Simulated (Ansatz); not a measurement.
Consider the formal exchange of groups at a C–O bond: `CO[SiH](F)O[SiH2]F` + `[OH][SnH]([OH])[OH]` → `[CH3][Sn]([OH])([OH])[OH]` + `O[SiH](F)O[SiH2]F`.

Program: Ansatz. Geometries: PBE0-D4/def2-TZVP. ΔE: electronic, gas phase. CBS: MP2 limit from def2 TZ/QZ plus the TZ coupled-cluster correction, frozen cores. DFT in def2-TZVPP. B3LYP here is the variant with VWN-RPA as its local correlation; programs differ in this. def2 core potentials past Kr. For Sn outer-core shells are correlated without core-valence functions, which leaves a few kJ/mol of doubt a bond. Each species was taken in one conformer, which may not be the lowest.

Is it downhill or uphill in electronic energy at CCSD(T)/CBS, and by how much? (Estimate.)

Computed: Downhill: ΔE = -24.8 kcal/mol.

What do these levels give: PBE-D4, r2SCAN-D4, PBE0-D4, B3LYP-D4, PBE, r2SCAN, PBE0, B3LYP, SCS-MP2/def2-TZVPP, HF/def2-QZVPP, MP2/CBS(def2), CCSD/CBS(def2)? (Estimate.)

Computed: PBE-D4 -22.7, r2SCAN-D4 -23.0, PBE0-D4 -22.7, B3LYP-D4 -21.6, PBE -23.0, r2SCAN -23.1, PBE0 -23.0, B3LYP -22.1, SCS-MP2/def2-TZVPP -24.1, HF/def2-QZVPP -19.5, MP2/CBS(def2) -27.1, CCSD/CBS(def2) -24.3 kcal/mol.

Largest T1 diagnostic among the species: 0.014.

In def2-TZVPP, CCSD(T) changes the Hartree–Fock value by −4.2 kcal/mol (the triples alone add −0.4 kcal/mol) and MP2 by −6.6 kcal/mol.
